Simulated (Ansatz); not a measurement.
C7H8O, triplet, at a GFN2-xTB geometry (a higher spin typed on purpose: for a closed-shell molecule this is an excited state). Base run: R2SCAN/STO-3G (Ansatz, a program for electronic structure).

Here is a job for Ansatz.
Ansatz 0.2 input:
```yaml
crystal:
  periodic: [false, false, false]
  atoms:
    - {symbol: C, position_ang: [-2.82886691, 0.11365998, 0.41084630]}
    - {symbol: C, position_ang: [-1.36084943, 0.08196016, 0.24103019]}
    - {symbol: C, position_ang: [-0.47524385, 0.68309352, 1.12500116]}
    - {symbol: C, position_ang: [0.88163698, 0.63730515, 0.94181897]}
    - {symbol: C, position_ang: [1.41781904, -0.08979791, -0.25812852]}
    - {symbol: O, position_ang: [2.75994491, -0.14696017, -0.45819888]}
    - {symbol: C, position_ang: [0.54333867, -0.69511269, -1.14965421]}
    - {symbol: C, position_ang: [-0.81243319, -0.64286232, -0.95628549]}
    - {symbol: H, position_ang: [-3.22651680, -0.90388393, 0.47087693]}
    - {symbol: H, position_ang: [-3.11907885, 0.66090837, 1.30475859]}
    - {symbol: H, position_ang: [-3.30224152, 0.57673260, -0.46013301]}
    - {symbol: H, position_ang: [-0.87348754, 1.20425276, 1.98620988]}
    - {symbol: H, position_ang: [1.57899501, 1.10002326, 1.62097482]}
    - {symbol: H, position_ang: [3.21478773, 0.32271562, 0.25174725]}
    - {symbol: H, position_ang: [0.96156029, -1.20965675, -2.00196752]}
    - {symbol: H, position_ang: [-1.50598552, -1.10488583, -1.63464623]}
basis:
  gaussian:
    orbitals: STO-3G
hamiltonian:
  xc: r2scan
magnetization: {spin_polarized: true, initial_magnetization: 2}
```

The base run was repeated with changes; each row names its change, and settings that it needs were set with it.

| change | ΔE vs base (mEh) |
|---|---|
| base | 0.000 |
| lower_state_search = off | 0.000 |
| lower_state_search = full | 0.000 |
| point_charge = charge:1.0 position_ang:3.1556, -4.9121, 2.6826 | -1.160 |
| lower_state_search = light | 0.000 |
| point_charge = charge:-1.0 position_ang:5.0068, -3.7603, -0.4238 | -0.160 |
| final_grid = 6, 12, 29 | -0.285 |
| final_grid = 14, 28, 59 | -0.014 |
| fitting.mean_field = def2-universal-JKFIT | -2.566 |
| forces = on | 0.000 |
| nuclear_model = gaussian | 0.023 |
